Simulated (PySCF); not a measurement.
## InO₂⁻, singlet: structure and spectrum

All numbers come from PySCF, BP86, basis In def2-TZVPD with ECP28, O def2-TZVPD (scalar-relativistic core potentials, no spin–orbit coupling, density fitting).

The structure is a minimum.

* Point group: D∞h
* Bond lengths: In–O 1.895 Å (×2)
* Bond angles: O–In–O 180.0°
* Principal quadrupole moments (Buckingham, traceless) about the centre of mass: -27.88, 13.94, 13.94 D Å
* Principal polarisabilities: 58.5, 58.5, 89.6 bohr³
* Heat capacity Cp at 298.15 K: 52.0 J/(mol K)
* Zero-point energy: 10.2 kJ/mol
* Rotational symmetry number: 2
* Rotational constants: 0.1467 cm⁻¹
* Enthalpy at 298.15 K above 0 K: 12.61 kJ/mol
* Highest occupied level: -0.42 eV
* Entropy at 298.15 K and 1 bar: 258.3 J/(mol K)
* Dipole moment about the centre of mass: 0.00 D
* Lowest empty level: 2.17 eV

Harmonic modes (masses in u: In 114.904, O 15.995):
```tsv
symmetry	ω (cm⁻¹)	IR (km/mol, summed over degenerate members)	type
πu	156	88.0	bend
σg+	648	0.0	stretch
σu+	741	207	stretch
```

In D∞h the vibrations span πu + σg+ + σu+. The σg+ mode carries no infrared intensity, as symmetry demands. With a centre of inversion only u modes can be infrared active and only g modes Raman active.

Charges (e); Mulliken and Löwdin values are unreliable with diffuse functions:
| atom | Mulliken | Löwdin | polar tensor | Mayer order to In1 |
| --- | --- | --- | --- | --- |
| In1 | 0.50 | 0.63 | 0.69 | – |
| O2,3 | -0.75 | -0.81 | -0.85 | 1.49 |

Mulliken populations on In1 (electrons outside its core potential): s 3.28, p 7.09, d 10.05, f 0.08.

Outer orbital energies (eV). occupied: -13.26, -12.14, -3.72, -1.87, -1.20, -1.20, -0.42, -0.42; empty: 2.17, 3.31, 3.31, 4.20.

Counting electrons, indium keeps none of its valence electrons outside its bonds, so the VSEPR class is AX2 and the expected shape is linear (D∞h), as computed.

Other isomers or separated fragments may lie lower. The lowest empty level of this anion is unbound, so it and the gap depend on the basis.

The final relaxation and frequency run took roughly 40 core-seconds on a shared host.
